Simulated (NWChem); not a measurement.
System: C₂H₇FOSi; SMILES CO[Si@H](C)F

Here is an NWChem input.

```
start job
memory heap 200 mb stack 900 mb global 1100 mb
geometry units angstroms noautosym nocenter noautoz
  C     -0.134725     2.035903     0.501504
  O      0.064596     1.148748    -0.564544
  Si     0.126855    -0.497389    -0.481637
  C     -1.380067    -1.240771     0.311283
  F      1.407454    -0.931845     0.426606
  H      0.670189     1.961092     1.253348
  H     -1.100292     1.864617     1.011797
  H     -0.139653     3.064004     0.109271
  H      0.368199    -0.960969    -1.867562
  H     -1.303913    -2.339163     0.326664
  H     -2.291190    -0.968666    -0.243814
  H     -1.495057    -0.899665     1.351997
end
basis spherical
  * library def2-svp
end
dft
  xc xpbe96 cpbe96
  iterations 150
end
cosmo
  do_cosmo_smd true
  solvent cychexon
end
task dft energy
```

Output (shortened):

```
             Northwest Computational Chemistry Package (NWChem) 7.3.0
             --------------------------------------------------------

                             Geometry "geometry" -> ""
                             -------------------------

 Output coordinates in angstroms (scale by  1.889725989 to convert to a.u.)

  No.       Tag          Charge          X              Y              Z
 ---- ---------------- ---------- -------------- -------------- --------------
    1 C                    6.0000    -0.13472500     2.03590300     0.50150400
    2 O                    8.0000     0.06459600     1.14874800    -0.56454400
    3 Si                  14.0000     0.12685500    -0.49738900    -0.48163700
    4 C                    6.0000    -1.38006700    -1.24077100     0.31128300
    5 F                    9.0000     1.40745400    -0.93184500     0.42660600
    6 H                    1.0000     0.67018900     1.96109200     1.25334800
    7 H                    1.0000    -1.10029200     1.86461700     1.01179700
    8 H                    1.0000    -0.13965300     3.06400400     0.10927100
    9 H                    1.0000     0.36819900    -0.96096900    -1.86756200
   10 H                    1.0000    -1.30391300    -2.33916300     0.32666400
   11 H                    1.0000    -2.29119000    -0.96866600    -0.24381400
   12 H                    1.0000    -1.49505700    -0.89966500     1.35199700

 Effective nuclear repulsion energy (a.u.)     253.0005840894

  pbe96 is a nonlocal functional; adding pw91lda local functional.

                                 NWChem DFT Module
                                 -----------------

 Summary of "ao basis" -> "ao basis" (spherical)
 ------------------------------------------------------------------------------
       Tag                 Description            Shells   Functions and Types
 ---------------- ------------------------------  ------  ---------------------
 C                          def2-svp                 6       14   3s2p1d
 O                          def2-svp                 6       14   3s2p1d
 Si                         def2-svp                 8       18   4s3p1d
 F                          def2-svp                 6       14   3s2p1d
 H                          def2-svp                 3        5   2s1p

 in cosmo_initialize ...
 calling solv_data for solv:cychexon

 solvent parameters
 solvname_short: cychexon
 solvname_long:  cyclohexanone
 dielec:       15.6190
 dielecinf:     2.1045
 nonaqueous SMD model solvent descriptors
 dielec:       15.6190
 sola:          0.0000
 solb:          0.5600
 solc:          0.0000
 solg:         49.7600
 solh:          0.0000
 soln:          1.4507

          ---------------
          -cosmo- solvent
          ---------------
 Cosmo: York-Karplus, doi: 10.1021/jp992097l
 dielectric constant -eps-     =  15.62
 screen = (eps-1)/(eps    )    =   0.93598
 surface charge correction     = lagrangian

   van der Waals surface
 --------------------------

 ---------- ATOMIC COORDINATES (A.U.) ------------ VDWR(ANG.) --
     1   -0.25459333    3.84729881    0.94770514     1.850
     2    0.12206874    2.17081895   -1.06683347     2.294
     3    0.23972119   -0.93992892   -0.91016196     2.470
     4   -2.60794848   -2.34471720    0.58823957     1.850
     5    2.65970240   -1.76093171    0.80616845     1.730
     6    1.26647357    3.70592652    2.36848429     1.200
     7   -2.07925039    3.52361520    1.91201909     1.200
     8   -0.26390590    5.79012799    0.20649225     1.200
     9    0.69579522   -1.81596809   -3.52918045     1.200
    10   -2.46403828   -4.42037711    0.61730545     1.200
    11   -4.32972129   -1.83051331   -0.46074165     1.200
    12   -2.82524807   -1.70012033    2.55490387     1.200
 number of segments per atom =        128
 number of   points per atom =        128
 atom (   nspa,  nppa )
 ----------------------
    1 (     38,     0 )       0
    2 (     65,     0 )       0
    3 (     56,     0 )       0
    4 (     39,     0 )       0
    5 (     67,     0 )       0
    6 (     51,     0 )       0
    7 (     53,     0 )       0
    8 (     50,     0 )       0
    9 (     30,     0 )       0
   10 (     49,     0 )       0
   11 (     54,     0 )       0
   12 (     51,     0 )       0
 number of -cosmo- surface points =      603
 molecular surface =    131.901 angstrom**2
 molecular volume  =    120.251 angstrom**3
 -lineq- algorithm             =   0
 -bem- low  level              =   3
 -bem- from -octahedral-
 gaussian surface charge width =   4.50000
 degree of switching           =   1.00000
 switching function tolerance  =   0.00010
 atomic radii =
 --------------
    1  6.000  1.850
    2  8.000  2.294
    3 14.000  2.470
    4  6.000  1.850
    5  9.000  1.730
    6  1.000  1.200
    7  1.000  1.200
    8  1.000  1.200
    9  1.000  1.200
   10  1.000  1.200
   11  1.000  1.200
   12  1.000  1.200
 ...... end of -cosmo- initialization ......

 nat:                    12
 ixmem:                  7844
 calling mnsol_interface()
 G(SMD-CDS) energy (kcal/mol)  =     0.917
 SMD-CDS SASA (angstrom**2)    =   155.387

            General Information
            -------------------
          SCF calculation type: DFT
          Wavefunction type:  closed shell.
          No. of atoms     :    12
          No. of electrons :    50
           Alpha electrons :    25
            Beta electrons :    25
          Charge           :     0
          Spin multiplicity:     1
          Use of symmetry is: off; symmetry adaption is: off
          Maximum number of iterations: 150
          AO basis - number of functions:   109
                     number of shells:    53
          Convergence on energy requested:  1.00D-06
          Convergence on density requested:  1.00D-05
          Convergence on gradient requested:  5.00D-04

              XC Information
              --------------
          PerdewBurkeErnzerhof Exchange Functional  1.000
            Perdew 1991 LDA Correlation Functional  1.000 local
           PerdewBurkeErnz. Correlation Functional  1.000 non-local

             Grid Information
             ----------------
          Grid used for XC integration:  medium
          Radial quadrature: Mura-Knowles
          Angular quadrature: Lebedev.
          Tag              B.-S. Rad. Rad. Pts. Rad. Cut. Ang. Pts.
          ---              ---------- --------- --------- ---------
          C                   0.70       49          11.0       434
          O                   0.60       49          10.0       434
          Si                  1.10       88          10.0       590
          F                   0.50       49          11.0       434
          H                   0.35       45          13.0       434
          Grid pruning is: on
          Number of quadrature shells:   599
          Spatial weights used:  Erf1

      Superposition of Atomic Density Guess
      -------------------------------------

 Sum of atomic energies:        -541.46678368

      Non-variational initial energy
      ------------------------------

 Total energy =    -543.643143
 1-e energy   =   -1249.784966
 2-e energy   =     453.141239
 HOMO         =      -0.370262
 LUMO         =       0.084306

   convergence    iter        energy       DeltaE   RMS-Dens  Diis-err
 ---------------- ----- ----------------- --------- --------- ---------
     COSMO gas phase
 d= 0,ls=0.0,diis     1   -544.2588999081 -7.97D+02  1.71D-02  8.58D-01
 d= 0,ls=0.0,diis     2   -544.1229057808  1.36D-01  1.01D-02  2.52D+00
 d= 0,ls=0.0,diis     3   -544.3493073092 -2.26D-01  1.66D-03  4.60D-02
 d= 0,ls=0.0,diis     4   -544.3520737480 -2.77D-03  7.61D-04  1.02D-02
 d= 0,ls=0.0,diis     5   -544.3533103253 -1.24D-03  1.93D-04  6.43D-04
  Resetting Diis
 d= 0,ls=0.0,diis     6   -544.3533911758 -8.09D-05  5.20D-05  4.51D-05
 d= 0,ls=0.0,diis     7   -544.3533951052 -3.93D-06  4.59D-05  8.53D-06
 d= 0,ls=0.0,diis     8   -544.3533924415  2.66D-06  3.17D-05  3.82D-05
 d= 0,ls=0.0,diis     9   -544.3533958670 -3.43D-06  2.60D-06  9.83D-08
 d= 0,ls=0.0,diis    10   -544.3533958778 -1.08D-08  6.36D-07  9.72D-09

   convergence    iter        energy       DeltaE   RMS-Dens  Diis-err
 ---------------- ----- ----------------- --------- --------- ---------
     COSMO solvation phase
 d= 0,ls=0.0,diis     1   -544.3564886203 -3.09D-03  1.07D-03  1.67D-03
 d= 0,ls=0.0,diis     2   -544.3568684880 -3.80D-04  3.46D-04  1.34D-03
 d= 0,ls=0.0,diis     3   -544.3569690479 -1.01D-04  1.05D-04  4.45D-04
 d= 0,ls=0.0,diis     4   -544.3570041515 -3.51D-05  2.90D-05  1.17D-05
 d= 0,ls=0.0,diis     5   -544.3570051874 -1.04D-06  1.09D-05  3.09D-06
 d= 0,ls=0.0,diis     6   -544.3570054666 -2.79D-07  3.87D-06  2.75D-07

         Total DFT energy =     -544.357005466560
      One electron energy =    -1254.332347551805
           Coulomb energy =      509.964213638261
    Exchange-Corr. energy =      -53.039527922269
 Nuclear repulsion energy =      253.000584089418

             COSMO energy =        0.050072279834

 Numeric. integr. density =       50.000017786178

                                COSMO-SMD solvation results
                                ---------------------------

             internal energy in gas <Psi(g)|H|Psi(g)> =      -544.353395877839
         internal energy in solvent <Psi(s)|H|Psi(s)> =      -544.352786658244
                               delta internal energy  =         0.000609219595 (    0.38 kcal/mol)
   total free energy in solvent <Psi(s)|H+V/2|Psi(s)> =      -544.358467247991
 polarization energy contribution <Psi(s)|V/2|Psi(s)> =        -0.005680589748 (   -3.56 kcal/mol)
    total free energy in solvent including G(SMD-CDS) =      -544.357005466560
                       G(SMD-CDS) energy contribution =         0.001461781431 (    0.92 kcal/mol)
     1 M fixed-concentration free energy of solvation =        -0.003609588721 (   -2.27 kcal/mol)

                       DFT Final Molecular Orbital Analysis
                       ------------------------------------

 Vector   23  Occ=2.000000D+00  E=-2.888819D-01
              MO Center= -4.7D-02, -1.9D-01, -3.7D-01, r^2= 4.1D+00
   Bfn.  Coefficient  Atom+Function         Bfn.  Coefficient  Atom+Function
  ----- ------------  ---------------      ----- ------------  ---------------
    90      0.267297   9 H  s                50     -0.218600   4 C  px
    66     -0.212572   5 F  pz               91      0.190380   9 H  s
    38     -0.180965   3 Si pz               64      0.177440   5 F  px
    19      0.156666   2 O  py               85     -0.154642   8 H  s
    69      0.152885   5 F  pz               36      0.140813   3 Si px

 Vector   24  Occ=2.000000D+00  E=-2.570702D-01
              MO Center= -3.6D-03,  1.0D+00, -2.1D-01, r^2= 2.9D+00
   Bfn.  Coefficient  Atom+Function         Bfn.  Coefficient  Atom+Function
  ----- ------------  ---------------      ----- ------------  ---------------
    20      0.378577   2 O  pz               23      0.276283   2 O  pz
    19     -0.235199   2 O  py               75     -0.199738   6 H  s
    85      0.198674   8 H  s                 6     -0.179710   1 C  pz
    18      0.167903   2 O  px               22     -0.162883   2 O  py
    50     -0.148052   4 C  px               76     -0.132537   6 H  s

 Vector   25  Occ=2.000000D+00  E=-2.410657D-01
              MO Center= -1.6D-01,  9.1D-01, -1.5D-01, r^2= 2.6D+00
   Bfn.  Coefficient  Atom+Function         Bfn.  Coefficient  Atom+Function
  ----- ------------  ---------------      ----- ------------  ---------------
    18      0.497225   2 O  px               21      0.370268   2 O  px
    80      0.220339   7 H  s                 4     -0.183604   1 C  px
    75     -0.155083   6 H  s                81      0.154917   7 H  s
    49      0.149058   4 C  s                50      0.135436   4 C  px
    19      0.111043   2 O  py               53      0.107114   4 C  px

 Vector   26  Occ=0.000000D+00  E= 3.289021D-02
              MO Center=  1.9D-01, -2.6D-01, -3.0D-02, r^2= 5.1D+00
   Bfn.  Coefficient  Atom+Function         Bfn.  Coefficient  Atom+Function
  ----- ------------  ---------------      ----- ------------  ---------------
     3      0.733379   1 C  s                39     -0.649349   3 Si px
    76     -0.602304   6 H  s                49      0.597977   4 C  s
    32     -0.482302   3 Si s                63      0.468590   5 F  s
    41     -0.447007   3 Si pz              101     -0.433680  11 H  s
    86     -0.370295   8 H  s                40      0.314688   3 Si py

 Vector   27  Occ=0.000000D+00  E= 3.735124D-02
              MO Center= -9.1D-01,  4.5D-02,  1.2D-01, r^2= 5.9D+00
   Bfn.  Coefficient  Atom+Function         Bfn.  Coefficient  Atom+Function
  ----- ------------  ---------------      ----- ------------  ---------------
    49      1.571398   4 C  s                 3      0.926276   1 C  s
    32     -0.787388   3 Si s                81     -0.694931   7 H  s
    96     -0.638474  10 H  s               106     -0.611043  12 H  s
    39      0.536073   3 Si px               17      0.488136   2 O  s
   101     -0.441911  11 H  s                40     -0.385900   3 Si py

 Vector   28  Occ=0.000000D+00  E= 4.686311D-02
              MO Center= -1.0D-01, -4.0D-01, -1.9D-01, r^2= 4.9D+00
   Bfn.  Coefficient  Atom+Function         Bfn.  Coefficient  Atom+Function
  ----- ------------  ---------------      ----- ------------  ---------------
    49      1.361202   4 C  s                40      0.942855   3 Si py
   106     -0.740496  12 H  s                17     -0.671082   2 O  s
    39      0.513090   3 Si px              101     -0.265493  11 H  s
    81     -0.256312   7 H  s                37      0.219759   3 Si py
     3      0.195391   1 C  s                 9     -0.189435   1 C  pz

     Multipole analysis of the density
     ---------------------------------

     L   x y z        total         alpha         beta         nuclear
     -   - - -        -----         -----         ----         -------
     0   0 0 0     -0.000000    -25.000000    -25.000000     50.000000

     1   1 0 0     -0.848008     -0.971415     -0.971415      1.094822
     1   0 1 0      0.173629     -0.226856     -0.226856      0.627342
     1   0 0 1      0.398795      0.767631      0.767631     -1.136468

     2   2 0 0    -28.652310    -86.860243    -86.860243    145.068176
     2   1 1 0      1.186033     -2.318035     -2.318035      5.822104
     2   1 0 1     -0.543703      2.568951      2.568951     -5.681605
     2   0 2 0    -25.821738   -157.174136   -157.174136    288.526534
     2   0 1 1      2.031057     -4.566675     -4.566675     11.164406
     2   0 0 2    -28.301716    -45.601338    -45.601338     62.900960
```

Level: PBE/def2-SVP, SMD on the gas-phase geometry. Geometry: optimised at PBE0/def2-SVP. No frequency run checked for a minimum. Solvent: cyclohexanone.
